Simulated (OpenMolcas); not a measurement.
A run on V3+ among 6 point charges of -1.6 e arranged as a tetragonal octahedron (D4h), 2 Å from the ion, with the axial distance 1.860 Å.

```yaml
Program: OpenMolcas
Method: "SS-CASPT2, IPEA 0.25 Eh, imaginary shift 0.1 Eh (closed shells correlated: 3s 3p)"
Basis: ANO-RCC-VDZP [5s4p2d1f]
Scalar_Hamiltonian: DKH2, point nucleus
Active_space: 2 electrons in 5 orbitals (3d)
State_averaging: 2S+1 = 3 even, 10 roots; 2S+1 = 1 even, 15 roots
Spin-orbit_coupling: state interaction with AMFI integrals over the reference wave functions
```

First CASPT2 step and the start of its output:

```
&CASPT2
Multistate=10 1 2 3 4 5 6 7 8 9 10
NoMult
Frozen=2 3
IPEA=0.25
Imaginary=0.1
MaxIter=60
WThr=0.0 0.3 0.05
PrWF=0.5
NoMix
```

```
--- CASPT2 ---
Orbital specifications:
      -----------------------

      Symmetry species                           1   2
                                                ag  au
      Frozen orbitals                            2   3
      Inactive orbitals                          1   3
      Active orbitals                            5   0
      Secondary orbitals                         7  13
      Deleted orbitals                           0   0
      Number of basis functions                 15  19
Type of calculation                        SS-CASPT2
      Fock operator                              state-specific
      IPEA shift                                 0.25
      Real shift                                 0.00
      Imaginary shift                            0.10
      The input orbitals will be transformed to quasi-canonical
Reference energy:        -954.2021615875
      E2 (Non-variational):      -0.2151841646
      Shift correction:          -0.0001496664
      E2 (Variational):          -0.2153338311
      Total energy:            -954.4174954186
      Residual norm:              0.0000003569
      Reference weight:           0.95895
      Contributions to the CASPT2 correlation energy
      Active & Virtual Only:         -0.0054663357
      One Inactive Excited:          -0.0748553781
      Two Inactive Excited:          -0.1348624509
Reference energy:        -954.2021615875
      E2 (Non-variational):      -0.2151841591
      Shift correction:          -0.0001496661
      E2 (Variational):          -0.2153338253
      Total energy:            -954.4174954128
      Residual norm:              0.0000003569
      Reference weight:           0.95895
      Contributions to the CASPT2 correlation energy
      Active & Virtual Only:         -0.0054663332
...
```

Over all roots the printed reference weights run from 0.03 to 0.96, and roots that are degenerate in the reference spread by up to 72 cm-1.

Q: Did the run give usable levels, and if not, why?

A: No. The equations converged, but the reference weight falls to 0.03 for at least one root against 0.96 for the best. A drop of that size marks an intruder state, so the energies of such roots and the levels built on them can't be trusted.
